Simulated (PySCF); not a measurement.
Input file for PySCF: D3(BJ) and D4 dispersion corrections on CH4 (SMILES C).

```python
from pyscf import gto
from pyscf.dispersion import dftd3, dftd4

mol = gto.M(
    atom='''
    C    -0.00000000    0.00000000    0.00000000
    H     0.62885812    0.62885812    0.62885812
    H     0.62885812   -0.62885812   -0.62885812
    H    -0.62885812    0.62885812   -0.62885812
    H    -0.62885812   -0.62885812    0.62885812
    ''',
    basis='def2-svp',
    charge=0, spin=0, verbose=0, max_memory=1800)
d3, d4 = {}, {}
for xc in ['hf', 'pbe', 'blyp', 'revpbe', 'tpss', 'r2scan', 'b3lyp', 'pbe0', 'bhlyp', 'camb3lyp', 'b2plyp']:
    d3[xc] = float(dftd3.DFTD3Dispersion(mol, xc=xc, version='d3bj', atm=False).get_dispersion()['energy'])
    print(f'D3(BJ) {xc:10s} {d3[xc]:14.8f} Eh')
for xc in ['hf', 'pbe', 'blyp', 'revpbe', 'tpss', 'r2scan', 'b3lyp', 'pbe0', 'bhlyp', 'camb3lyp', 'b2plyp']:
    d4[xc] = float(dftd4.DFTD4Dispersion(mol, xc={'camb3lyp': 'cam-b3lyp'}.get(xc, xc), atm=True).get_dispersion()['energy'])
    print(f'D4     {xc:10s} {d4[xc]:14.8f} Eh')
```

It printed:

```
D3(BJ) hf            -0.01381659 Eh
D3(BJ) pbe           -0.00118470 Eh
D3(BJ) blyp          -0.00239337 Eh
D3(BJ) revpbe        -0.00345546 Eh
D3(BJ) tpss          -0.00139636 Eh
D3(BJ) r2scan        -0.00028190 Eh
D3(BJ) b3lyp         -0.00191352 Eh
D3(BJ) pbe0          -0.00092197 Eh
D3(BJ) bhlyp         -0.00137944 Eh
D3(BJ) camb3lyp      -0.00071786 Eh
D3(BJ) b2plyp        -0.00079113 Eh
D4     hf            -0.00425774 Eh
D4     pbe           -0.00087351 Eh
D4     blyp          -0.00209891 Eh
D4     revpbe        -0.00406016 Eh
D4     tpss          -0.00119150 Eh
D4     r2scan        -0.00020762 Eh
D4     b3lyp         -0.00138949 Eh
D4     pbe0          -0.00070151 Eh
D4     bhlyp         -0.00083640 Eh
D4     camb3lyp      -0.00067367 Eh
D4     b2plyp        -0.00059771 Eh
```

The run finished.

Cost: very roughly 0.03 core-seconds.
